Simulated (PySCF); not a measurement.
Where the electron goes

Species: p-toluenethiol, C7H8S.
SMILES with atom numbers: `[CH3:1][c:2]1[cH:3][cH:4][c:5]([SH:6])[cH:7][cH:8]1` (hydrogens: H9, H10, H11 on C1; H12 on C3; H13 on C4; H14 on S6; H15 on C7; H16 on C8)

Cartesian coordinates in Å at the GFN2-xTB level; atoms count from 1:
```
atom  x, y, z in Å
C1    -2.4933   -0.0338    0.3014
C2    -1.0124   -0.0131    0.0749
C3    -0.1386    0.3254    1.1002
C4     1.2300    0.3270    0.9043
C5     1.7470   -0.0143   -0.3366
S6     3.4891   -0.0258   -0.6519
C7     0.8870   -0.3561   -1.3721
C8    -0.4775   -0.3544   -1.1624
H9    -2.8108   -1.0312    0.6081
H10   -2.7771    0.6649    1.0847
H11   -3.0270    0.2225   -0.6108
H12   -0.5297    0.5940    2.0711
H13    1.8904    0.5952    1.7169
H14    3.8579    0.3494    0.5719
H15    1.2951   -0.6201   -2.3360
H16   -1.1377   -0.6208   -1.9752
```

The calculation used PySCF 2.14.0, density-fitted response routines, TDDFT CAM-B3LYP/def2-SVPD, vertical, gas phase, core orbitals frozen in the response.

Frontier orbitals with the atoms that hold most of them (Löwdin shares over 4%, at most four atoms; ? is withheld):

| orbital | ε (eV) | atoms |
| --- | --- | --- |
| HOMO-3 | -10.86 | S6 44%, C5 12%, C4 10%, C3 8% |
| HOMO-2 | -9.72 | S6 36%, C5 14%, C2 13%, C3 9% |
| HOMO-1 | -8.74 | ? |
| HOMO | ? | ? |
| LUMO | 0.64 | C8 19%, C4 19%, C3 16%, C7 15% |
| LUMO+1 | 0.80 | C5 20%, C2 19%, C7 11%, C3 10% |
| LUMO+2 | 1.01 | S6 43%, H14 15%, H13 10%, C4 8% |

Task: Give the leading atoms of the HOMO.

Result: S6 (bonded to C and H) 37%; C5 (bonded to 2 C and S) 15%; C2 (bonded to 3 C) 13%; C4 (bonded to 2 C and H) 7%. By element: sulfur 37%, carbon 36% or more.

Task: Which atoms hold the HOMO-1, and with what shares?

Result: C7 (bonded to 2 C and H) 20%; C4 (bonded to 2 C and H) 20%; C8 (bonded to 2 C and H) 20%; C3 (bonded to 2 C and H) 20%.

Task: What is the HOMO energy, and the HOMO–LUMO gap?

Result: ε(HOMO) = -7.38 eV; the gap is 8.02 eV (0.2946 hartree).

Task: The HOMO–LUMO gap is 8.02 eV. Where does the response calculation put the lowest singlet, and from which orbitals?

Result: S1 is at 4.92 eV (f = 0.015), 3.09 eV below the gap, made of HOMO→LUMO (84%), HOMO-1→LUMO+1 (13%). 

Task: Give energy, strength and leading configuration of S1, S3 and S7, and follow the Löwdin shares of the leading atoms from the occupied to the empty orbital.

Result: 
- S1 (4.92 eV, f 0.015), HOMO→LUMO (84%): S6 37% → at most 16%, C5 15% → at most 16%, C8 at most 8% → 19%, C4 7% → 19%
- S3 (5.45 eV, f 0.277), HOMO→LUMO+1 (90%): S6 37% → at most 11%, C5 15% → 20%, C2 13% → 19%
- S7 (6.70 eV, f 0.452), HOMO-1→LUMO (79%): C7 20% → 15%, C4 20% → 19%, C8 20% → 19%

Löwdin shares depend on the basis, the more so with diffuse functions.

Hardware: an Arm Neoverse V2 with one thread, shared host. Cost: 60 s of wall time.

One conformer stands for the species.
